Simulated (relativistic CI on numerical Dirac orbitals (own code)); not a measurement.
## Ligand-field terms of d4

Computed with a parametric ligand-field model of a d^n configuration (Racah B and C, spin-orbit zeta, crystal field), exact diagonalisation.

Field parameters in Wybourne normalisation: Oh B⁴₀ = 21Dq, B⁴₄ = √(5/14) B⁴₀. The field is a parameter set, without covalency.

(1) Ground term and bands for B = 630, C = 3020, ζ = 0 cm⁻¹, Oh, 10Dq = 27090 cm⁻¹?

(2) Ground term and bands for B = 630, C = 3020, ζ = 0 cm⁻¹, Oh, 10Dq = 25830 cm⁻¹?

(3) Ground term and bands for B = 630, C = 3020, ζ = 0 cm⁻¹, Oh, 10Dq = 3150 cm⁻¹?

(4) Ground term and bands for B = 630, C = 3020, ζ = 0 cm⁻¹, Oh, 10Dq = 9450 cm⁻¹?

(5) Ground term and bands for B = 630, C = 3020, ζ = 0 cm⁻¹, Oh, 10Dq = 10710 cm⁻¹?

## Answers

(1) Ground term 3T1 with 0.02 electrons in the two orbitals of the cubic e set. Spin-allowed: 3E 24315 cm⁻¹ (411 nm), 3T1 25096 cm⁻¹ (398 nm), 3T2 25850 cm⁻¹ (387 nm), 3A1 26770 cm⁻¹ (374 nm). Lowest spin-forbidden: 1T2 8605 cm⁻¹ (1162 nm), 5E 9020 cm⁻¹ (1109 nm), 1E 9424 cm⁻¹ (1061 nm).

(2) Ground term 3T1 with 0.02 electrons in the two orbitals of the cubic e set. Spin-allowed: 3E 23080 cm⁻¹ (433 nm), 3T1 23864 cm⁻¹ (419 nm), 3T2 24613 cm⁻¹ (406 nm), 3A1 25539 cm⁻¹ (392 nm). Lowest spin-forbidden: 5E 7789 cm⁻¹ (1284 nm), 1T2 8573 cm⁻¹ (1166 nm), 1E 9401 cm⁻¹ (1064 nm).

(3) Ground term 5E with 1.00 electrons in the two orbitals of the cubic e set. Spin-allowed: 5T2 3150 cm⁻¹ (3175 nm). Lowest spin-forbidden: 3T1 13194 cm⁻¹ (758 nm), 3E 14969 cm⁻¹ (668 nm), 3T1 16038 cm⁻¹ (624 nm).

(4) Ground term 5E with 1.00 electrons in the two orbitals of the cubic e set. Spin-allowed: 5T2 9450 cm⁻¹ (1058 nm). Lowest spin-forbidden: 3T1 7843 cm⁻¹ (1275 nm), 3E 15177 cm⁻¹ (659 nm), 1T2 15799 cm⁻¹ (633 nm).

(5) Ground term 5E with 1.00 electrons in the two orbitals of the cubic e set. Spin-allowed: 5T2 10710 cm⁻¹ (934 nm). Lowest spin-forbidden: 3T1 6686 cm⁻¹ (1496 nm), 1T2 14709 cm⁻¹ (680 nm), 3E 15196 cm⁻¹ (658 nm).
